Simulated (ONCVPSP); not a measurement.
## u(r) = r·R(r): atom against pseudo-atom (Pd)

Columns: radius, all-electron u(r) and pseudo u(r) of the 4p shell (level -51.14 eV) of palladium in the configuration [Ar] 3d10 4s2 4p6 4d10; PBEsol, scalar-relativistic, ONCV scheme, ONCVPSP 4.0.1.

| r (bohr) | all-electron | pseudo |
| --- | --- | --- |
| 0.070 | 0.3917 | 0.0139 |
| 0.140 | 0.0240 | 0.0554 |
| 0.210 | -0.4444 | 0.1230 |
| 0.280 | -0.6014 | 0.2146 |
| 0.350 | -0.4702 | 0.3261 |
| 0.420 | -0.1799 | 0.4520 |
| 0.490 | 0.1562 | 0.5848 |
| 0.560 | 0.4686 | 0.7161 |
| 0.630 | 0.7237 | 0.8371 |
| 0.700 | 0.9109 | 0.9397 |
| 0.770 | 1.0327 | 1.0176 |
| 0.840 | 1.0973 | 1.0668 |
| 0.910 | 1.1163 | 1.0867 |
| 0.980 | 1.1007 | 1.0789 |
| 1.050 | 1.0605 | 1.0475 |
| 1.120 | 1.0040 | 0.9977 |
| 1.190 | 0.9376 | 0.9352 |
| 1.260 | 0.8662 | 0.8655 |
| 1.330 | 0.7934 | 0.7932 |
| 1.400 | 0.7217 | 0.7216 |
| 1.470 | 0.6528 | 0.6527 |
| 1.540 | 0.5877 | 0.5876 |
| 1.610 | 0.5270 | 0.5269 |
| 1.680 | 0.4712 | 0.4711 |
| 1.750 | 0.4200 | 0.4200 |
| 1.820 | 0.3736 | 0.3735 |

Q: How many radial nodes do the two functions have?

A: The all-electron 4p function has n − l − 1 = 2; the pseudo-wave has 0, since the states of the same l below it are removed with the core.

Q: At about which radius was the pseudo-wave matched?

A: 1.40 bohr, where the columns begin to agree (steps of 0.07 bohr).

Q: Is the pseudo-wave norm-conserving?

A: Yes: the ONCV scheme keeps the norm inside the radius equal to the all-electron one, which fixes the energy derivative of the logarithmic derivative at the level.
